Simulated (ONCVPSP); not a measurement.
**u(r) = r·R(r): atom against pseudo-atom (manganese (Mn))**

Columns: radius, all-electron u(r) and pseudo u(r) of the 3p shell (level -54.48 eV) of manganese in the configuration [Ne] 3s2 3p6 3d5 4s2; PBEsol, scalar-relativistic, ONCV scheme, ONCVPSP 4.0.1.

| r (bohr) | all-electron | pseudo |
| --- | --- | --- |
| 0.072 | -0.3734 | 0.0289 |
| 0.145 | -0.5905 | 0.1136 |
| 0.217 | -0.4480 | 0.2418 |
| 0.290 | -0.1162 | 0.4019 |
| 0.362 | 0.2486 | 0.5719 |
| 0.435 | 0.5751 | 0.7390 |
| 0.507 | 0.8228 | 0.8834 |
| 0.580 | 0.9933 | 0.9978 |
| 0.652 | 1.0902 | 1.0733 |
| 0.725 | 1.1300 | 1.1107 |
| 0.798 | 1.1257 | 1.1121 |
| 0.870 | 1.0905 | 1.0836 |
| 0.942 | 1.0351 | 1.0331 |
| 1.015 | 0.9665 | 0.9668 |
| 1.088 | 0.8913 | 0.8922 |
| 1.160 | 0.8151 | 0.8157 |
| 1.232 | 0.7397 | 0.7400 |
| 1.305 | 0.6662 | 0.6662 |
| 1.378 | 0.5969 | 0.5969 |
| 1.450 | 0.5334 | 0.5333 |
| 1.522 | 0.4749 | 0.4749 |
| 1.595 | 0.4209 | 0.4209 |
| 1.668 | 0.3721 | 0.3720 |
| 1.740 | 0.3288 | 0.3288 |
| 1.812 | 0.2900 | 0.2900 |
| 1.885 | 0.2550 | 0.2549 |

Problem. How many radial nodes do the two functions have?

Solution. The all-electron 3p function has n − l − 1 = 1; the pseudo-wave has 0, since the states of the same l below it are removed with the core.

Problem. At about which radius was the pseudo-wave matched?

Solution. 1.45 bohr. The columns agree to 0.0005 from 1.23 bohr on; several derivatives are matched, so the curves merge somewhat inside the radius.

Problem. Where does each function peak?

Solution. Outermost all-electron maximum near 0.72 bohr, pseudo maximum near 0.80 bohr (to the table’s step).

Problem. Is the pseudo-wave norm-conserving?

Solution. Yes: the ONCV scheme keeps the norm inside the radius equal to the all-electron one, which fixes the energy derivative of the logarithmic derivative at the level.
